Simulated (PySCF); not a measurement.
Method: PySCF with TPSSh-D3(BJ)/def2-TZVP // r2SCAN-D4/def2-SVP. Gas-phase values, no solvent. One relaxed conformer stands for a flexible species; it need not be the lowest. 

Reference species: [Hf(CH3)2(H)2] (neutral, multiplicity 1).

```json
{
  "HOMO–LUMO gap": "5.49 eV",
  "HOMO": "-7.10 eV",
  "charge on the central atom (Mulliken)": "1.02 e",
  "LUMO": "-1.61 eV"
}
```

Changed species: [Hf(H)4] (4 of 4 CH3 replaced by H; the reference has 2 of 4 CH3 replaced by H).

Q: What does the change do to the HOMO–LUMO gap, HOMO, charge on the central atom (Mulliken) and LUMO?

A: the HOMO–LUMO gap decreases by 0.07 eV, to 5.42 eV; the HOMO falls by 0.79 eV, to -7.89 eV; the charge on the central atom (Mulliken) drops by 0.18 e, to 0.84 e; the LUMO falls by 0.86 eV, to -2.47 eV.
